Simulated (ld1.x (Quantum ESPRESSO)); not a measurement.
# germanium: ultrasoft pseudisation with PBEsol, scalar-relativistic reference atom.

* Element: Ge
* Generator: ld1.x (Quantum ESPRESSO) 7.5
* Type: ultrasoft
* Functional: PBEsol
* Relativity: scalar-relativistic
* Frozen core: [Ar] 3d10
* Valence charge: 4
* Reference configuration: 4s1.5 4p2.5
* Partial waves: 4s (bound): rcut 1.20, rcutus 1.55 bohr; 4s channel at 2.3 Ry: rcut 1.20, rcutus 1.55 bohr; 4p (bound): rcut 2.20, rcutus 2.45 bohr; 4p channel at 2.9 Ry: rcut 2.20, rcutus 2.45 bohr
* Local potential: all-electron potential smoothed inside 1.20 bohr (lloc = -1)
* Core correction: a·sin(br)/r model core inside 0.90 bohr
* Augmentation charge: built from norm-conserving waves at rcut, not smoothed further

Poles of the logarithmic derivatives, all-electron (AE) and pseudo (PS). s: poles at -0.1 (AE) and -0.1 (PS) Ry. p: poles at 1.0 (AE) and 1.0, 2.8 (PS) Ry. Test radius 2.66 bohr.

- Ghost test: ghost state, extra bound levels that the all-electron valence spectrum of the same l lacks: s at -9.5 eV (other channels not judged); a true bound ghost makes a file unfit for plane-wave use (spherical-Bessel basis up to 400 Ry, 20 bohr box)
- Configuration tests: test run stopped at test 2 of 7 (negative rho)
- Lowest eigenvalue of the overlap operator: 0.01 (p channel)
